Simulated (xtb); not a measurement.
HCl₃Ge, charge -1, doublet, from a rough starting geometry (a state made from the parent by changing its charge; the spin is typed, not shown lowest); xtb with GFN2-xTB.

Here is a job for xtb.
```
$ xtb mol.xyz --gfn 2 --chrg -1 --uhf 1 --opt vtight --json

# file mol.xyz
5

Ge     0.00771649    -0.03710923     0.08859400
Cl    -0.18723061     1.97074579    -0.60584944
Cl     1.82886651    -0.81998441    -0.50595668
Cl    -1.54291694    -1.21139841    -0.72078879
H     -0.16374523    -0.01353626     1.66022766
```

What the program printed (banner, timings and long lists left out):

```
   ID    Z sym.   atoms
    1   32 Ge     1
    2   17 Cl     2-4
    3    1 H      5

           -------------------------------------------------
          |                Calculation Setup                |
           -------------------------------------------------

           -------------------------------------------------
          |                 G F N 2 - x T B                 |
           -------------------------------------------------

          ...................................................
          :                      SETUP                      :
          :.................................................:
          :  # basis functions                  41          :
          :  # atomic orbitals                  37          :
          :  # shells                           13          :
          :  # electrons                        27          :
          :  max. iterations                   250          :
          :  Hamiltonian                  GFN2-xTB          :
          :  restarted?                      false          :
          :  GBSA solvation                  false          :
          :  PC potential                    false          :
          :  electronic temp.          300.0000000     K    :
          :  accuracy                    1.0000000          :
          :  -> integral cutoff          0.2500000E+02      :
          :  -> integral neglect         0.1000000E-07      :
          :  -> SCF convergence          0.1000000E-05 Eh   :
          :  -> wf. convergence          0.1000000E-03 e    :
          :  Broyden damping             0.4000000          :
          :  net charge                         -1          :
          :  unpaired electrons                  1          :
          ...................................................

 iter      E             dE          RMSdq      gap      omega  full diag
   1    -16.3726694 -0.163727E+02  0.666E+00    2.18       0.0  T
   2    -16.3759819 -0.331253E-02  0.429E+00    2.35       1.0  T
   3    -16.3796986 -0.371672E-02  0.121E+00    2.64       1.0  T
   4    -16.3800989 -0.400307E-03  0.806E-01    2.70       1.0  T
   5    -16.3798215  0.277368E-03  0.670E-01    2.70       1.0  T
   6    -16.3806983 -0.876752E-03  0.140E-01    2.77       1.0  T
   7    -16.3807206 -0.222737E-04  0.617E-02    2.76       1.0  T
   8    -16.3807336 -0.130410E-04  0.175E-02    2.76       2.6  T
   9    -16.3807340 -0.398122E-06  0.111E-02    2.76       4.0  T
[...]
 * total energy  :   -16.4618873 Eh     change       -0.1917749E-03 Eh
 * total energy  :   -16.4620176 Eh     change       -0.1302569E-03 Eh
 * total energy  :   -16.4621286 Eh     change       -0.1110108E-03 Eh
 * total energy  :   -16.4621617 Eh     change       -0.3317153E-04 Eh
 * total energy  :   -16.4621744 Eh     change       -0.1264907E-04 Eh
 * total energy  :   -16.4621709 Eh     change        0.3456668E-05 Eh
 * total energy  :   -16.4621814 Eh     change       -0.1046153E-04 Eh
 * total energy  :   -16.4621822 Eh     change       -0.8409225E-06 Eh
 * total energy  :   -16.4621832 Eh     change       -0.9689627E-06 Eh
 * total energy  :   -16.4621835 Eh     change       -0.3074474E-06 Eh
 * total energy  :   -16.4621838 Eh     change       -0.3330244E-06 Eh
 * total energy  :   -16.4621839 Eh     change       -0.8900628E-08 Eh
   *** GEOMETRY OPTIMIZATION CONVERGED AFTER 28 ITERATIONS ***
         :: total energy             -16.462183853712 Eh    ::
[...]
       ...                                ...                  ...
        37                          1.3992113              38.0745
      -------------------------------------------------------------
                  HL-Gap            0.1854339 Eh            5.0459 eV
             Fermi-level           -0.1712038 Eh           -4.6587 eV

     #   Z          covCN         q      C6AA      α(0)
     1  32 Ge       3.102     0.372   203.647    27.499
     2  17 Cl       0.737    -0.446   113.546    16.299
     3  17 Cl       0.737    -0.446   113.547    16.299
     4  17 Cl       0.804    -0.338   109.914    16.038
     5   1 H        0.824    -0.142     7.374     4.261

 Mol. C6AA /au·bohr⁶  :       2358.245194
 Mol. C8AA /au·bohr⁸  :     122460.648317
 Mol. α(0) /au        :         80.396115

Wiberg/Mayer (AO) data.
largest (>0.10) Wiberg bond orders for each atom

 ---------------------------------------------------------------------------
     #   Z sym  total        # sym  WBO       # sym  WBO       # sym  WBO
 ---------------------------------------------------------------------------
     1  32 Ge   3.087 --     4 Cl   0.955     5 H    0.743     2 Cl   0.695
                             3 Cl   0.695
     2  17 Cl   0.893 --     1 Ge   0.695
     3  17 Cl   0.893 --     1 Ge   0.695
     4  17 Cl   1.113 --     1 Ge   0.955
     5   1 H    0.958 --     1 Ge   0.743
 ---------------------------------------------------------------------------

Topologies differ in total number of bonds
Writing topology from bond orders to xtbtopo.mol

molecular dipole:
                 x           y           z       tot (Debye)
 q only:        0.070       0.096       0.428
   full:        0.086       0.118       0.646       1.683
molecular quadrupole (traceless):
                xx          xy          yy          xz          yz          zz
 q only:       -2.407       8.479      -7.850      -1.758      -0.194      10.258
  q+dip:       -3.678       9.648      -9.922      -2.584      -0.522      13.600
   full:       -3.568       9.953      -9.994      -2.480      -0.434      13.561

optimized geometry written to: xtbopt.xyz

           -------------------------------------------------
          | TOTAL ENERGY              -16.462183853712 Eh   |
          | GRADIENT NORM               0.000042347978 Eh/α |
          | HOMO-LUMO GAP               5.045913259040 eV   |
           -------------------------------------------------

normal termination of xtb
```
